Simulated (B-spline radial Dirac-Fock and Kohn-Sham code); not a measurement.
## How the settings move the core levels of Ba

ΔSCF core binding energies without Breit or QED terms, calculated with a radial atomic solver. Keys: rel is the Hamiltonian (dirac, or spin-free x2c and nr, where L3 and M5 stand for the whole 2p and 3d shells), method is hf or an exchange,correlation pair (spin-unpolarised, also for the hole states), nuc the nuclear model, radius_factor scales its radius, rmax is the box in bohr, h the logarithmic mesh step, order the B-spline order, points the quadrature points per cell, c_factor scales the speed of light, and damp, ndamp, maxit and tol steer the iteration. The run stops when the commutator error falls below 10·tol·max(1, Z/10), or the numerical noise floor, and the energy has settled to about 1e-8 Ha; the virial ratio is −V/T.

Base input:

```json
{"items": [{"Z": 56, "q": 0, "cfg": [[1, 0, 2], [2, 0, 2], [2, 1, 6], [3, 0, 2], [3, 1, 6], [3, 2, 10], [4, 0, 2], [4, 1, 6], [4, 2, 10], [5, 0, 2], [5, 1, 6], [6, 0, 2]], "A": 138, "rrms": 4.8378, "do": "settings", "holes": ["K", "L3", "M5"],
  "settings": [{"rel": "dirac", "method": "hf", "nuc": "fermi", "radius_factor": 1.0, "rmax": 45.0, "h": 0.3, "order": 8, "points": 10, "c_factor": 1.0, "maxit": 60, "damp": 0.5, "ndamp": 3, "tol": 1e-08}]}]}
```

The ground state converged in 12 iterations, with total energy -8135.65010 Ha, virial ratio 1.93681 and highest orbital energy -4.44 eV. ΔSCF binding energies: K (1s) 37586.0 eV, L3 (2p3/2) 5266.4 eV, M5 (3d5/2) 789.9 eV.

Changes from the base run:

```
                                   changed setting  Δ total energy (Ha)  Δ K (eV)  Δ L3 (eV)  Δ M5 (eV)  iterations
          rmax = 80.0; c_factor = 10.0; damp = 0.8           +249.90405  -1661.53      +2.25     +18.69          12
                                        damp = 0.8              0.00000      0.00       0.00       0.00          12
                                 method = "wc,pbe"             -2.50314    +23.39     -26.09      -6.04          11
                                       tol = 1e-06              0.00000      0.00       0.00       0.00           9
           rel = "nr"; order = 7; c_factor = 100.0           +252.10636  -1675.48      +2.25     +18.87          12
                rel = "x2c"; h = 0.12; tol = 1e-06             +3.97403    -33.70    +118.84      +6.29           9
                                        rel = "nr"           +252.10632  -1675.48      +2.25     +18.87          12
                                         order = 7             +0.00004      0.00       0.00       0.00          12
radius_factor = 1.2; rmax = 60.0; c_factor = 100.0           +252.25672  -1677.37      +2.24     +18.87          10
                                      tol = 0.0001              0.00000      0.00       0.00       0.00           9
                                       rmax = 80.0              0.00000      0.00       0.00       0.00          12
                               radius_factor = 0.8             -0.11164     +1.28      -0.01       0.00          12
                                                                0.00000      0.00       0.00       0.00          12
                                  c_factor = 100.0                    ?         ?          ?          ?           ?
                               radius_factor = 1.2             +0.13132     -1.50      +0.01       0.00          12
```

Task: What does the change c_factor = 100.0 do?

Result: The total energy moves by +252.20389 Ha and the binding energies by K -1676.75 eV, L3 +2.24 eV, M5 +18.87 eV; the run takes 10 iterations.
